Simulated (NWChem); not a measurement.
Molecule: PbHOF, singlet; SMILES [OH][Pb][F]

```xyz
4

Pb     0.2636     0.0397     0.0000
F     -0.9321    -1.6443     0.0000
O     -1.3771     1.3380     0.0000
H     -2.2053     0.8378     0.0000
```
Atoms are numbered in this order, from 1.

Results from NWChem. Low-valent species are run as closed-shell singlets; no triplet was tried in these runs. Coordinates come from a PBE0/def2-SVP optimisation. def2 effective core potentials on Pb; no spin-orbit coupling. Ions are spin-unrestricted doublets at the neutral geometry; other ion states weren't tried. Functional: LC-ωPBE (HJS hole) with def2-SVP; rows give the range parameter ω in 1/bohr.

| range parameter (1/bohr) | vertical ionisation energy, ΔSCF (eV) | −ε(HOMO) (eV) | ΔSCF minus −ε(HOMO) (eV) |
|---|---|---|---|
| 0.10 | 10.05 | 7.94 | 2.11 |
| 0.15 | 10.10 | 8.55 | 1.55 |
| 0.25 | 10.27 | 9.50 | 0.77 |
| 0.30 | 10.36 | 9.88 | 0.48 |
| 0.50 | 10.55 | 10.94 | -0.39 |
